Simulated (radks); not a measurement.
Problem. Numerical settings for the europium ion Eu2+, [Xe] 4f7. All-electron calculation, Dirac Kohn-Sham, LDA (Slater exchange, Perdew-Wang correlation), spin-unpolarised, spherical densities, point nucleus; open shells fill j = l - 1/2 first. Program: a radial shooting solver on a logarithmic mesh with Libxc functionals. The defaults (mesh step 0.008 in ln r, mesh end at 40 bohr or more with all orbitals vanishing there, Anderson mixing 0.5 over 9 steps, residual threshold near 1e-9 with the energy settled to 1e-9 hartree or 1e-11 of itself, here a cap of 83 iterations) give E = -10844.1836 hartree and 4f7/2 at -15.977 eV in 14 iterations. Run on one thread of a shared host, so times are rough (Arm Neoverse V2): 0.15 s of CPU time, 0.15 s wall, 14 iterations on 2541 mesh points. One setting is changed at a time: mesh step in ln r 0.08; mesh step in ln r 0.003; mesh step in ln r 0.005; mesh end (bohr) 12; mesh end (bohr) 8; residual threshold 1e-05; residual threshold 1e-13; mixing 2.5; linear mixing, mixing 1; linear mixing, mixing 0.5; mixing history 2; iteration cap 5. Which runs fail to converge, and which converge to a wrong energy?

Solution. Not converged within the cap: mesh step in ln r 0.08; linear mixing, mixing 1; iteration cap 5. No run marked as converged misses the energy by more than 1 mhartree.
